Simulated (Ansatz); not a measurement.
Reaction (formal exchange of groups at a B–C bond): `CCB(O)OC` + `CF` → `COB(O)F` + `CCC`

Calculated with Ansatz (gas phase, PBE0-D4/def2-TZVP geometries, no zero-point term in ΔE). CCSD(T)/CBS is the MP2 limit (def2-TZVPP, def2-QZVPP) plus CCSD(T) − MP2 in def2-TZVPP, frozen cores. This one scheme is used for every species. DFT in def2-TZVPP. B3LYP here is the variant with VWN-RPA as its local correlation; programs differ in this. One conformer a species, not always the lowest.

`CCB(O)OC`:

Cartesian coordinates in Å:
```
C -1.523 -1.570 -0.313
C -0.219 -0.827 -0.051
B -0.329 0.741 -0.051
O -1.536 1.337 -0.269
O 0.734 1.577 0.161
C 2.032 1.085 0.399
H -1.382 -2.653 -0.299
H -1.943 -1.299 -1.284
H -2.276 -1.320 0.438
H 0.538 -1.121 -0.791
H 0.210 -1.144 0.909
H -1.466 2.295 -0.242
H 2.694 1.941 0.534
H 2.069 0.469 1.303
H 2.397 0.490 -0.443
```

`CF`:

Z-matrix (Å, degrees):
```
C
F 1 1.376
H 1 1.092 2 109.1
H 1 1.092 2 109.1 3 -120.0
H 1 1.092 2 109.1 3 120.0
```

`COB(O)F`:

Cartesian coordinates in Å:
```
C -0.698 -1.157 0.172
O -0.770 0.233 0.419
B 0.211 1.077 0.059
O 1.345 0.661 -0.570
F 0.043 2.373 0.340
H -0.750 -1.688 1.125
H 0.225 -1.430 -0.343
H -1.553 -1.450 -0.440
H 1.947 1.382 -0.761
```

`CCC`:

```xyz
11

C     0.043    1.195   -0.470
C     0.559   -0.199   -0.159
C    -0.457   -1.048    0.587
H    -0.215    1.733    0.448
H    -0.858    1.152   -1.088
H     0.786    1.791   -1.006
H     0.840   -0.701   -1.091
H     1.478   -0.126    0.433
H    -0.070   -2.046    0.802
H    -1.375   -1.165    0.003
H    -0.732   -0.585    1.539
```

| level | ΔE (kcal/mol) |
| --- | --- |
| r2SCAN-D4 | -46.1 |
| ωB97X-V | -44.8 |
| PBE | -44.3 |
| PBE0 | -45.8 |
| B3LYP | -46.0 |
| SCS-MP2/def2-QZVPP | -47.1 |
| HF/CBS(def2) | -48.9 |
| CCSD/CBS(def2) | -46.8 |

Task: What does CCSD(T)/CBS give? (An estimate is asked.)

Result: Computed: -46.3 kcal/mol. The listed levels differ from it by 0.2, 1.5, 2.0, 0.5, 0.3, -0.8, -2.6, -0.5 kcal/mol.

Largest T1 diagnostic among the species: 0.012.

The D4 term adds +0.9 kcal/mol with B3LYP and +0.6 kcal/mol with PBE0; it sums over pairs of atoms, weighted by their polarisabilities, and B3LYP, whose exchange is more repulsive, gets the larger term. In def2-TZVPP, CCSD(T) changes the Hartree–Fock value by +2.4 kcal/mol (the triples alone add +0.5 kcal/mol) and MP2 by +1.0 kcal/mol. From PBE to PBE0 (25 % exact exchange), in def2-TZVPP and without D4, ΔE moves by −1.6 kcal/mol.
